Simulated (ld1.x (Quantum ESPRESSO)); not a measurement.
Plane-wave convergence, PAW potential for nickel (Ni)

| Quantity | Value |
| --- | --- |
| Element | nickel (Ni) |
| Generator | ld1.x (Quantum ESPRESSO) 7.5 |
| Type | PAW |
| Functional | PBE |
| Relativity | scalar-relativistic |
| Frozen core | [Ar] |
| Valence charge | 10 |
| Reference configuration | 3d8 4s0 4p0 (charge +2) |
| Partial waves | 4s (bound, empty): rcut 1.95, rcutus 2.10 bohr; 4s channel at 0.3 Ry: rcut 1.95, rcutus 2.10 bohr; 4p (bound, empty): rcut 2.45, rcutus 2.60 bohr; 4p channel at 0.85 Ry: rcut 2.45, rcutus 2.60 bohr; 3d (bound): rcut 0.90, rcutus 1.10 bohr; 3d channel at -1.65 Ry: rcut 0.90, rcutus 1.10 bohr |
| Local potential | all-electron potential smoothed inside 2.40 bohr (lloc = -2) |
| Core correction | Bessel-smoothed model core inside 0.70 bohr |
| Augmentation charge | PSQ, inside the norm-conserving radii |

The pseudo-atom Hamiltonian at the reference potential is diagonalised in spherical Bessel functions j_l(qr) that vanish at 20 bohr, with q² up to the cutoff. All-electron valence levels (Ry): 4s -1.5912, 4p -1.1041, 3d -2.0848.

Q: How do the lowest levels (Ry) of each channel move with the cutoff, and are there ghosts?

A:

| cutoff (Ry) | s #1 | p #1 | p #2 | d #1 | d #2 | f #1 | Σ f·Δε (mRy) |
| --- | --- | --- | --- | --- | --- | --- | --- |
| 8 | -1.5906 | -1.1035 | -0.4367 | -0.6799 | -0.3156 | -0.2693 | 11240.2 |
| 21 | -1.5912 | -1.1041 | -0.4368 | -0.8636 | -0.3730 | -0.2693 | 9770.6 |
| 40 | -1.5912 | -1.1041 | -0.4368 | -1.5972 | -0.4961 | -0.2693 | 3901.8 |
| 70 | -1.5912 | -1.1041 | -0.4368 | -2.0673 | -0.5311 | -0.2693 | 140.6 |
| 110 | -1.5912 | -1.1041 | -0.4368 | -2.0837 | -0.5321 | -0.2693 | 9.8 |
| 200 | -1.5912 | -1.1041 | -0.4368 | -2.0848 | -0.5322 | -0.2693 | 0.6 |
| 400 | -1.5912 | -1.1041 | -0.4368 | -2.0849 | -0.5322 | -0.2693 | 0.0 |

Result: no extra level below or beside the all-electron valence levels (s, p, d, f tested); 10 mRy is reached at 110 Ry and 1 mRy at 160 Ry.
